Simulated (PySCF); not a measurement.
Working out the ionisation energy of Cd²⁺

Cd²⁺ [Kr] 4d10 (1S) → Cd³⁺ [Kr] 4d9 (2D). All numbers are calculated (PySCF 2.14, scalar relativity by spin-free X2C-1e, in x2c-TZVPPall (8s6p6d2f1g, 79 functions)). Frozen: [Kr]. Energies in hartree (1 hartree = 27.21139 eV):

```
            part  Cd²⁺ (lower)  Cd³⁺ (upper)
             UHF  -5590.471775  -5589.153094
CCSD correlation     -0.329243     -0.270136
             (T)     -0.008117     -0.005575
```

What does Hartree-Fock give?

(-5589.153094) − (-5590.471775) = 1.318681 hartree = 35.883 eV.

What do CCSD and CCSD(T) give?

The CCSD correlation energies differ by 0.059107 hartree = 1.608 eV and the triples by 0.002542 hartree = 0.069 eV, so CCSD gives 37.491 eV and CCSD(T) 37.560 eV.

Reference: 37.468 ± 0.006 eV (measured; NIST Atomic Spectra Database, ionization energies), between the lowest levels; spin-orbit coupling is absent from the calculation.

What remains against the reference includes basis incompleteness, the frozen core and higher excitations.
